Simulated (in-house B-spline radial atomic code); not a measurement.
Configurations of the nitrogen ion N³⁺, with energies counted from [He] 2s2. Computed with a B-spline radial code for spherical atoms: scalar-relativistic (X2C) B97-1, spin-polarised, spherical fractional occupations, Fermi nucleus of rms radius 2.5582 fm. Caution: exact exchange at fractional occupations of open shells leaves self-interaction of up to several eV. Shells without spins written out take the highest spin.

```tsv
configuration	E - E(ref) (eV)	highest orbital	its <r> (bohr)
[He] 2s(1 up, 0 down) 2p(1 up, 0 down)	9.4635	2p up	1.044
[He] 2s(0 up, 1 down) 3p(0 up, 1 down)	49.458	3p down	2.777
```

(1) Order these further configurations by energy, lowest first.
A. [He] 2s1 3s1
B. [He] 2s(0 up, 1 down) 3s(1 up, 0 down)
C. [He] 2s(1 up, 0 down) 3d(1 up, 0 down)

Answers

(1) A (45.856 eV), B (46.529 eV), C (51.827 eV).
